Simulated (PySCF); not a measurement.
Compound: C₃H₉ClOSi.
SMILES: `CO[C@@H](C)[SiH2]Cl`

Level of theory: TDDFT CAM-B3LYP/def2-SVPD, vertical, gas phase, core orbitals frozen in the response in PySCF. The structure is a single GFN2-xTB conformer in the gas phase; no vibrational or solvent corrections. Torsions of this conformer, `[CH3:1][O:2][C@@H:3]([CH3:4])[SiH2:5][Cl:6]`: C1–O2–C3–C4 71°, O2–C3–Si5–Cl6 179°.

Problem. What does the calculation give for the low-lying excited states?

Solution. 

| state | E (eV) | λ (nm) | ν̃ (cm⁻¹) | f | \|μ\| (D) | main configurations (H = HOMO, L = LUMO) |
| --- | --- | --- | --- | --- | --- | --- |
| S1 | 7.17 | 173.0 | 57790 | 0.0038 | 0.37 | H→L+1 (84%) |
| S2 | 7.36 | 168.4 | 59360 | 0.011 | 0.63 | H→L (77%), H-1→L+1 (8%) |
| S3 | 7.72 | 160.6 | 62270 | 0.0040 | 0.37 | H-1→L+1 (52%), H-1→L (19%) |
| S4 | 7.94 | 156.2 | 64020 | 0.020 | 0.82 | H-1→L (44%), H-1→L+1 (22%), H→L+3 (13%) |
| S5 | 8.01 | 154.9 | 64570 | 0.011 | 0.59 | H-2→L+1 (51%), H-2→L (38%) |
| S6 | 8.21 | 151.1 | 66180 | 0.0069 | 0.47 | H→L+2 (38%), H→L+3 (22%), H-1→L (15%) |
| S7 | 8.27 | 149.8 | 66740 | 0.020 | 0.79 | H→L+3 (37%), H→L+2 (30%), H→L+4 (12%) |
| S8 | 8.38 | 147.9 | 67620 | 0.013 | 0.64 | H→L+4 (59%), H→L+6 (10%) |

Triplets, Tamm–Dancoff:

```
state  E (eV)  λ (nm)  main configurations (H = HOMO, L = LUMO)
   T1    6.87   180.5                               H→L+1 (71%)
   T2    7.17   172.9                  H→L (60%), H-1→L+1 (16%)
   T3    7.39   167.7      H-1→L+1 (46%), H→L (16%), H-1→L (8%)
```

The lowest singlet comes at 173 nm (691 kJ/mol) in the vacuum ultraviolet; it is very weak; its leading configuration is HOMO→LUMO+1 (84%). The largest oscillator strength of a single state is 0.020. Löwdin shares by element: HOMO oxygen 51%, carbon 29% (atoms not listed hold the other 20%); LUMO silicon 25%, chlorine 19%, carbon 17% or more (atoms not listed hold the other 38%). Of the 8 states listed, 5 reach f = 0.01 and none stays under 0.0005. The oscillator strengths of these states sum to 0.090; summed over the whole spectrum of an exact calculation they would give the number of electrons, 66 (Thomas–Reiche–Kuhn). Orbital energies (eV): HOMO-3 -10.84, HOMO-2 -10.28, HOMO-1 -9.69, HOMO -9.09, LUMO 1.12, LUMO+1 1.33, LUMO+2 1.69. Singlets were solved by full linear response, triplets in the Tamm–Dancoff approximation.

On one thread, Arm Neoverse V1 (aarch64), shared host with 32 logical CPUs at a one-minute load of 24, this took 98 s of wall time (with the writing of density and orbital grids) and 0.92 GiB of memory at its peak.
